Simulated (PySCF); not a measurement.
Computed IR spectrum (relative IR intensity) of a molecule C₃H₆BNO₂. Coordinates come from a PBE-D3(BJ)/def2-SVP optimisation. The values are those of a single conformer. Method: PBE-D3(BJ)/def2-SVP run with PySCF. No scaling factor is applied to the harmonic values.

ν (cm⁻¹): 319 (w), 451 (vw), 476 (m), 521 (w), 668 (m), 686 (vw), 849 (vw), 874 (w), 919 (m), 949 (w), 982 (m), 1106 (vs), 1203 (m), 1236 (m), 1288 (m), 1387 (vw), 1423 (s), 1712 (vs), 2926 (w), 2934 (w), 2964 (w), 3074 (w), 3692 (w) (against the strongest line: vs over 80 %, s over 45 %, m over 15 %, w over 4 %, vw less)

### Question
Identify the compound among the candidates.
A) NB(O)C1=CCO1
B) OB1CN=COC1
C) OB1NCC=CO1
D) C=C=C(N)B(O)O

### Answer
B, OB1CN=COC1
